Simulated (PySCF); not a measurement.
H3SbTe3, SMILES [TeH][Sb]([TeH])[TeH].

The structure is a stationary point at PBE-D3(BJ)/def2-SVP. The structure was generated by enumeration; whether it is a known compound was not checked. The def2 effective core potentials stand for the cores of Sb, Te; spin–orbit coupling is left out.

Two levels are set side by side: PBE/def2-TZVP (PySCF) and B3LYP/def2-TZVP (PySCF). Same geometry, gas phase. Differences are taken from unrounded values.

| quantity | B3LYP |
|---|---|
| orbital gap (eV) | 3.65 |
| highest occupied level (eV) | -6.10 |
| lowest empty level (eV) | -2.45 |
| dipole moment (D) | 1.17 |
| mean polarisability (bohr³) | 176.4 |

### Question
What does PBE give, and how far is it from B3LYP? (The exact figures need the calculation; the answer reports its results.)

### Answer

```csv
quantity,PBE,PBE minus B3LYP
orbital gap (eV),2.45,-1.21
highest occupied level (eV),-5.34,0.76
lowest empty level (eV),-2.90,-0.45
dipole moment (D),1.09,-0.07
mean polarisability (bohr³),179.8,3.5
```

Without exact exchange PBE keeps part of each electron's self-repulsion, which lifts occupied levels and narrows the gap. Differences between two approximate levels are no errors against the true value.

Rough cost on one machine, each run with all the roots and properties that it gave: B3LYP against PBE within a factor of 2.
